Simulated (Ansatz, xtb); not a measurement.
## C2H5ClFSi: which of two isomers lies lower

Structure a is `C[CH][Si@H](F)Cl`, a doublet and structure b is `CC[Si](F)Cl`, a doublet. Both are isolated molecules in the gas phase, relaxed with PBE0-D3(BJ)/def2-SVP; the shapes shown needn't be the lowest conformers.

a (Å):

| atom | x (Å) | y (Å) | z (Å) |
| --- | --- | --- | --- |
| C | -0.9840 | -1.2474 | -0.5060 |
| C | 0.2293 | -2.1032 | -0.5389 |
| Cl | 1.9065 | 0.1192 | 0.9832 |
| F | 1.6604 | -2.6973 | 1.8667 |
| Si | 1.7412 | -1.8706 | 0.4712 |
| H | -1.8432 | -1.8001 | -0.0809 |
| H | -1.2921 | -0.9487 | -1.5236 |
| H | -0.8398 | -0.3357 | 0.0912 |
| H | 0.1950 | -2.9779 | -1.2030 |
| H | 2.9799 | -2.3133 | -0.2107 |

b (Å):

```xyz
10

C    -0.7887   -1.4695   -0.7458
C     0.7050   -1.6636   -0.5141
Cl    3.2863   -1.6888    1.4084
F     0.4490   -2.0700    2.2785
Si    1.2887   -1.1744    1.2061
H    -1.3835   -2.0236   -0.0040
H    -1.0843   -1.8270   -1.7439
H    -1.0769   -0.4091   -0.6766
H     0.9957   -2.7252   -0.6182
H     1.3119   -1.1023   -1.2438
```

Quicker runs give these differences E(b) − E(a): GFN2-xTB −11.9 kJ/mol; HF/STO-3G −29.3 kJ/mol (at GFN2-xTB geometries); r2SCAN-D4/def2-SVP −20.1 kJ/mol (at GFN2-xTB geometries).

Problem. Estimate E(b) − E(a) at the level CCSD(T)/def2-SVP + ΔMP2/def2-TZVPP.

Solution. Calculated at CCSD(T)/def2-SVP + ΔMP2/def2-TZVPP: E(b) − E(a) = −20.1 kJ/mol, so structure b lies lower.

The same difference at several levels:

```csv
level,geometry,E(b) − E(a) (kJ/mol),departure from the last row (kJ/mol),"job, with rough time for the two"
GFN2-xTB,GFN2-xTB,−11.9,+8.2,"optimisation, 1.8 s"
HF/STO-3G,GFN2-xTB,−29.3,−9.2,"single point, 3.2 s"
r2SCAN-D4/def2-SVP,GFN2-xTB,−20.1,0.0,"single point, 18 s"
PBE0-D3(BJ)/def2-SVP,PBE0-D3(BJ)/def2-SVP,−24.5,−4.4,"optimisation, 7.1 min"
HF/def2-SVP,PBE0-D3(BJ)/def2-SVP,+9.6,+29.7,part of the CCSD(T) run
MP2/def2-SVP,PBE0-D3(BJ)/def2-SVP,−27.5,−7.4,part of the CCSD(T) run
CCSD(T)/def2-SVP,PBE0-D3(BJ)/def2-SVP,−18.6,+1.5,single point
CCSD(T)/def2-SVP + ΔMP2/def2-TZVPP,PBE0-D3(BJ)/def2-SVP,−20.1,,"single point, 3.7 min"
```

As drawn, b has 1 C–H in place of 1 Si–H.

HF/def2-SVP puts the two in the other order. The largest departure from CCSD(T)/def2-SVP + ΔMP2/def2-TZVPP is that of HF/def2-SVP, 29.7 kJ/mol. The last row adds to CCSD(T) the change of the MP2 difference between the two basis sets, here −1.5 kJ/mol.

With harmonic frequencies from PBE0-D3(BJ)/def2-SVP (ideal gas, rigid rotor, one conformer each, 298.15 K, 1 atm): on the last row, ΔE + ΔZPE = −9.1 kJ/mol. A mode under 50 cm⁻¹ makes harmonic enthalpies and free energies unreliable, so none is given.

Open shells are spin-unrestricted. The correlated steps freeze 13 core orbitals. Run with Ansatz 0.2.0, xtb 6.7.1; the last row on 2 threads of AMD EPYC (Zen 3) on a shared host.
